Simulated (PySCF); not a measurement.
(1S)-2,2-difluorocyclopropan-1-ol (C₃H₄F₂O), SMILES O[C@H]1CC1(F)F.

The structure is a stationary point at B3LYP-D3(BJ)/def2-SVP. Other conformers were not sampled.

Two levels are set side by side: PBE/def2-TZVP (PySCF) and B3LYP/def2-TZVP (PySCF). Same geometry, gas phase. Differences are taken from unrounded values.

```tsv
quantity	B3LYP
orbital gap (eV)	8.38
highest occupied level (eV)	-7.73
lowest empty level (eV)	0.65
dipole moment (D)	0.90
mean polarisability (bohr³)	39.4
```

Problem. What does PBE give, and how far is it from B3LYP? (An estimate is asked for; the answer gives what the named calculation found.)

Solution. 
| quantity | PBE | PBE minus B3LYP |
|---|---|---|
| orbital gap (eV) | 6.40 | -1.99 |
| highest occupied level (eV) | -6.40 | 1.33 |
| lowest empty level (eV) | -0.01 | -0.66 |
| dipole moment (D) | 0.79 | -0.12 |
| mean polarisability (bohr³) | 40.7 | 1.4 |

PBE's occupied levels lie high since its potential decays too fast outside the molecule; exact exchange lowers them and widens the gap. Loosely held outer electrons make PBE densities more polarisable. Differences between two approximate levels are no errors against the true value.

Rough cost on one machine, each run with all the roots and properties that it gave: B3LYP against PBE within a factor of 2.
